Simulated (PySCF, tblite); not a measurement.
Species: C₃H₁₂N₂Si₃.
Structure used (GFN2-xTB), in Å, numbered top down from 1:
```xyz
20
C3H12N2Si3 angstrom
C     -2.452   -0.677    0.485
N     -1.708   -0.698   -0.752
Si    -0.632    0.544   -1.272
C     -1.572    2.024   -1.959
N     -2.176    2.922   -2.341
Si     0.684    1.278    0.480
C      1.539   -0.182    1.354
Si     2.754   -1.178    0.287
H     -1.860   -0.179    1.252
H     -2.659   -1.697    0.815
H     -3.405   -0.144    0.392
H     -2.195   -1.227   -1.461
H     -0.025   -0.032   -2.480
H      1.723    2.198   -0.004
H     -0.082    2.029    1.495
H      2.073    0.199    2.225
H      0.780   -0.862    1.743
H      3.809   -0.290   -0.208
H      3.358   -2.242    1.096
H      2.041   -1.775   -0.845
```

Theory: PBE0/pcSseg-1 in PySCF (dipole) on a GFN2-xTB geometry, gas phase.

Masses are those of the commonest isotopes; rigid-rotor values at the optimised geometry. The values belong to one conformer with, in the numbering `[CH3:1][NH:2][Si@@H:3]([C:4]#[N:5])[SiH2:6][CH2:7][SiH3:8]`, C1–N2–Si3–C4 -78°, N2–Si3–Si6–C7 52°, Si3–Si6–C7–Si8 63°.

(1) Give the principal moments of inertia and the rotational constants in MHz.

(2) Classify the top.

(3) Is it planar, by Δ = Ic − Ia − Ib?

(4) List the rotational levels J(Ka,Kc) to J = 5 (cm⁻¹).

(5) Which types of transition are allowed, and where do some lines up to J = 5 fall?

(6) Estimate the classical rotational partition function at 25 K, 200 K and 298.15 K.

## Answers

(1) Ia = 299.49, Ib = 826.28, Ic = 930.07 u·Å²; 505379 MHz·u·Å²/I gives A = 1687, B = 611.6, C = 543.4 MHz.

(2) An asymmetric top: κ = (2 × 611.6 − 1687 − 543.4)/(1687 − 543.4) = -0.88.

(3) Not planar: Δ = Ic − Ia − Ib = -195.70 u·Å². For a rigid frame Δ = −2 Σ m c², so Σ m c² = 97.85 u·Å² lies off the ab plane: 24.77 from hydrogen and 73.08 from heavier atoms. The atom farthest from that plane is 2.36 Å away.

(4) Above 0(0,0):
J = 1: 1(0,1) 0.0385, 1(1,1) 0.0744, 1(1,0) 0.0767
J = 2: 2(0,2) 0.1155, 2(1,2) 0.1492, 2(1,1) 0.1560, 2(2,1) 0.2637, 2(2,0) 0.2638
J = 3: 3(0,3) 0.2306, 3(1,3) 0.2613, 3(1,2) 0.2749, 3(2,2) 0.3793, 3(2,1) 0.3798, 3(3,1) 0.5644, 3(3,0) 0.5645
J = 4: 4(0,4) 0.3837, 4(1,4) 0.4106, 4(1,3) 0.4334, 4(2,3) 0.5333, 4(2,2) 0.5348, 4(3,2) 0.7188, 4(3,1) 0.7188, 4(4,1) 0.9777, 4(4,0) 0.9777
J = 5: 5(0,5) 0.5743, 5(1,5) 0.5972, 5(1,4) 0.6312, 5(2,4) 0.7257, 5(2,3) 0.7293, 5(3,3) 0.9117, 5(3,2) 0.9118, 5(4,2) 1.1706, 5(4,1) 1.1706, 5(5,1) 1.5036, 5(5,0) 1.5036
The levels of one J sum to (2J + 1)J(J + 1)(A + B + C)/3.

(5) The dipole components are |μa| = 3.31 D, |μb| = 2.94 D, |μc| = 0.41 D. Intensities carry the squares of the components, which stand as 1.00 : 0.79 : 0.02 (a : b : c). Some lines, for components of 0.1 D or more:

| type | branch | J(Ka,Kc) | MHz | lower level (cm⁻¹) |
| --- | --- | --- | --- | --- |
| a | Q | 3(1,2) ← 3(1,3) | 409 | 0.261 |
| c | Q | 2(1,2) ← 2(0,2) | 1011 | 0.115 |
| a | Q | 5(1,4) ← 5(1,5) | 1021 | 0.597 |
| b | Q | 1(1,0) ← 1(0,1) | 1144 | 0.039 |
| b | R | 2(0,2) ← 1(1,1) | 1231 | 0.074 |
| b | Q | 3(2,2) ← 3(1,3) | 3537 | 0.261 |
| a | R | 4(1,4) ← 3(1,3) | 4478 | 0.261 |
| a | R | 4(0,4) ← 3(0,3) | 4589 | 0.231 |
| a | R | 4(2,3) ← 3(2,2) | 4618 | 0.379 |
| a | R | 4(3,2) ← 3(3,1) | 4626 | 0.564 |
| c | R | 3(1,2) ← 2(0,2) | 4781 | 0.115 |
| c | Q | 5(3,3) ← 5(2,3) | 5469 | 0.729 |
| a | R | 5(4,2) ← 4(4,1) | 5782 | 0.978 |
| a | R | 5(3,3) ← 4(3,2) | 5785 | 0.719 |
| b | R | 3(2,1) ← 2(1,2) | 6913 | 0.149 |
| c | R | 3(3,1) ← 2(2,1) | 9017 | 0.264 |
| b | R | 3(3,0) ← 2(2,1) | 9017 | 0.264 |
| c | Q | 5(5,1) ← 5(4,1) | 9983 | 1.171 |
| c | R | 4(3,2) ← 3(2,2) | 10178 | 0.379 |
| b | R | 5(3,3) ← 4(2,2) | 11298 | 0.535 |
| c | R | 5(4,1) ← 4(3,1) | 13546 | 0.719 |
| b | R | 5(4,1) ← 4(3,2) | 13546 | 0.719 |

(6) Point group C1, symmetry number σ = 1; q = (√π/σ)·√((kT/h)³/(ABC)), k/h = 20836.6 MHz/K: 28100 at 25 K, 637000 at 200 K, 1160000 at 298.15 K.

Its GFN2-xTB frequencies are all real (lowest 17 cm⁻¹). Zero-point vibration and centrifugal distortion are left out. A rigid rotor knows nothing of inversion at nitrogen or internal rotation, which can split or shift real lines. Quadrupole hyperfine structure (14N) is left out.

Hardware: Intel Xeon at 2.50 GHz, one thread, on a shared host. Cost: 2.6 min wall, 2.0 min CPU, 0.89 GiB resident at most. This is the PBE0/pcSseg-1 job that gave the dipole, with the shieldings it also computed.
